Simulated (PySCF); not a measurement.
Compound: C₂H₆O₂Se.
Numbering: `[CH3:1][Se:2]([CH3:3])(=[O:4])=[O:5]` (hydrogens: H6, H7, H8 on C1; H9, H10, H11 on C3)

Theory: core-valence-separated Tamm–Dancoff BHandHLYP/aug-pcX-1 (pcseg-1 on H, def2-SVPD on Se) in PySCF, non-relativistic, gas phase, PBE0-D3(BJ)/def2-SVP geometry.

Computed oxygen K-edge spectrum, Gaussian lines of 0.8 eV full width, highest printed point 100; it ends one width below the last computed root. BHandHLYP without relativity tends to put these K edges a few eV too low, so spacings mean more than positions.

(photon energy (eV), absorption): (528.9, 1), (529.0, 2), (529.1, 3), (529.2, 7), (529.3, 13), (529.4, 23), (529.5, 36), (529.6, 53), (529.7, 71), (529.8, 86), (529.9, 97), (530.0, 100), (530.1, 94), (530.2, 82), (530.3, 65), (530.4, 47), (530.5, 32), (530.6, 19), (530.7, 11), (530.8, 6), (530.9, 3), (531.0, 1), (531.1, 0), (531.2, 0), (531.3, 0), (531.4, 0), (531.5, 0), (531.6, 0), (531.7, 1), (531.8, 3), (531.9, 6), (532.0, 11), (532.1, 19), (532.2, 31), (532.3, 47), (532.4, 63), (532.5, 79), (532.6, 91), (532.7, 96), (532.8, 94), (532.9, 84), (533.0, 71), (533.1, 55), (533.2, 41), (533.3, 29), (533.4, 21), (533.5, 15)

Task: Assign the maxima to core holes.

Result: 2 maxima:
- 530.0 eV: O4/O5 (oxygen bonded to Se), 529.98 eV, f = 0.100, sum of 2, 100 % of the height at the exact maximum
- 532.7 eV: O4/O5 (oxygen bonded to Se), 532.69 eV, f = 0.049, sum of 2, 51 % of the height at the exact maximum; O4/O5 (oxygen bonded to Se), 532.72 eV, f = 0.046, sum of 2, 47 % of the height at the exact maximum

Roots within 0.03 eV on the same or equivalent atoms count as one line; shares under 12 % aren't listed.

Vibrational structure and lifetime widths aren't in the curve. The ionisation threshold wasn't computed; near and above it a finite basis only mimics Rydberg series and continuum. The BHandHLYP/aug-pcX-1 (pcseg-1 on H, def2-SVPD on Se) calculation is non-relativistic and has no spin–orbit coupling, an omission that weighs most on selenium.
